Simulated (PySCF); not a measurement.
F3Sb, charge +1, doublet, geometry from GFN2-xTB of the parent state (a state made from the parent by changing its charge; the spin is typed, not shown lowest) (all electrons, no relativity); B3LYP/STO-3G (PySCF).

Here is a job for PySCF.
```python
from pyscf import gto, scf, dft

mol = gto.Mole()
mol.atom = '''
    Sb   -0.091853    0.056645    0.055832
    F    -1.714909   -1.439001   -0.075634
    F     0.778870    2.010737    0.642131
    F     1.456537   -0.892723   -0.882878
'''
mol.basis = 'sto-3g'
mol.charge = 1
mol.spin = 1
mol.verbose = 5
mol.build()

mf = dft.UKS(mol)
mf.xc = 'b3lyp'
mf.kernel()
```

### Question
Predict the main parts of the log of this PySCF run.

### Answer

```
PySCF version 2.14.0

[INPUT] verbose = 5
[INPUT] max_memory = 4000
[INPUT] num. atoms = 4
[INPUT] num. electrons = 77
[INPUT] charge = 1
[INPUT] spin (= nelec alpha-beta = 2S) = 1
[INPUT] symmetry False subgroup None
[INPUT] Mole.unit = angstrom
[INPUT] Symbol           X                Y                Z      unit          X                Y                Z       unit  Magmom
[...]
[INPUT] ---------------- BASIS SET ----------------
[INPUT] l, kappa, [nprim/nctr], expnt,             c_1 c_2 ...
[INPUT] Sb
[...]
                                1017.676657       0.5353281423
                                275.4230189       0.4446345422
[...]
                                114.3749494       0.3995128261
                                37.19828336       0.7001154689
[...]
                                19.07114112       0.2175436044
                                7.358239131       0.9166769611
[...]
                                2.383366187       0.0576109534
                                1.049163663       1.115578745
[...]
                                0.3515585034      -0.1972567438
                                0.1552895732      1.375495512
[...]
                                114.3749494       0.6076837186
                                37.19828336       0.3919573931
[...]
                                19.07114112       0.5777664691
                                7.358239131       0.4846460366
[...]
                                2.383366187       0.5852047641
                                1.049163663       0.543944204
[...]
                                0.3515585034      0.629032369
                                0.1552895732      0.6662832743
[...]
                                19.07114112       0.6555473627
                                7.358239131       0.286573259
[...]
                                2.383366187       0.6686785577
                                1.049163663       0.3052468245
[INPUT] F
[...]
                                30.360812         0.53532814
                                8.2168207         0.44463454
[...]
                                1.5022812         0.39951283
                                0.4885885         0.70011547
[...]
                                1.5022812         0.60768372
                                0.4885885         0.39195739

nuclear repulsion = 373.806536317764
number of shells = 20
number of NR pGTOs = 126
number of NR cGTOs = 42
basis = sto-3g
ecp = {}

[...]
 -1.90025822e+01 -4.97583615e+00 -3.81825103e+00 -3.81621425e+00
 -3.81535461e+00 -1.32837337e+00 -1.26735689e+00 -1.25831475e+00
 -1.25161977e+00 -1.25128150e+00 -1.24724223e+00 -1.24530163e+00
 -1.23410665e+00 -6.75768241e-01 -5.44358431e-01 -5.41257379e-01
 -5.18216269e-01 -4.74494630e-01 -4.58871837e-01 -4.50179802e-01
 -4.43394115e-01 -4.37602348e-01 -3.22204136e-01 -2.83297753e-01
 -1.85020494e-01 -1.27283701e-01]
multiplicity <S^2> = 0.81532762  2S+1 = 2.0642942
nelec by numeric integration = [39.00000574 38.00000497]
E1 = -9770.70303021571  E2 = 2848.6791241608516  Ecoul = 3046.1620493102555  Exc = -197.4829251494038
cycle= 14 E= -6548.21736973709  delta_E= -7.82e-11  |g|= 1.68e-06  |ddm|= 3.32e-05
  alpha mo_energy =
[-1.06344394e+03 -1.57116622e+02 -1.49628132e+02 -1.49627999e+02
 -1.49627913e+02 -2.98485455e+01 -2.71622125e+01 -2.71615863e+01
 -2.71614545e+01 -2.46601142e+01 -2.46427471e+01 -2.46425941e+01
 -1.90033407e+01 -1.90031640e+01 -1.90030729e+01 -1.90025286e+01
 -1.90025123e+01 -4.97593240e+00 -3.81836556e+00 -3.81568107e+00
 -3.81539454e+00 -1.32621270e+00 -1.30520001e+00 -1.30253112e+00
 -1.25154086e+00 -1.25131404e+00 -1.24965447e+00 -1.24887117e+00
 -1.24178161e+00 -6.89616806e-01 -6.03410992e-01 -5.73079582e-01
 -5.16966892e-01 -4.86096911e-01 -4.72689707e-01 -4.69233014e-01
 -4.69124142e-01 -4.66622522e-01 -4.22466010e-01 -3.28122327e-01
 -1.91648721e-01 -1.79968910e-01]
  beta  mo_energy =
[-1.06344382e+03 -1.57116488e+02 -1.49628113e+02 -1.49627979e+02
 -1.49627907e+02 -2.98484200e+01 -2.71621597e+01 -2.71617316e+01
 -2.71614714e+01 -2.46606910e+01 -2.46322907e+01 -2.46319072e+01
 -1.90032927e+01 -1.90031659e+01 -1.90030655e+01 -1.90025875e+01
 -1.90025825e+01 -4.97583645e+00 -3.81825135e+00 -3.81621455e+00
 -3.81535488e+00 -1.32837414e+00 -1.26735684e+00 -1.25831446e+00
 -1.25162008e+00 -1.25128179e+00 -1.24724252e+00 -1.24530162e+00
 -1.23410659e+00 -6.75768536e-01 -5.44358887e-01 -5.41257369e-01
 -5.18216506e-01 -4.74495057e-01 -4.58871610e-01 -4.50179416e-01
 -4.43393454e-01 -4.37601897e-01 -3.22204199e-01 -2.83297402e-01
 -1.85020956e-01 -1.27283493e-01]
multiplicity <S^2> = 0.81532677  2S+1 = 2.0642934
nelec by numeric integration = [39.00000574 38.00000497]
E1 = -9770.703046098173  E2 = 2848.679140043305  Ecoul = 3046.1620642937155  Exc = -197.48292425041046
Extra cycle  E= -6548.2173697371  delta_E= -9.09e-12  |g|= 4.75e-06  |ddm|= 1.38e-05
converged SCF energy = -6548.2173697371  <S^2> = 0.81532677  2S+1 = 2.0642934
```
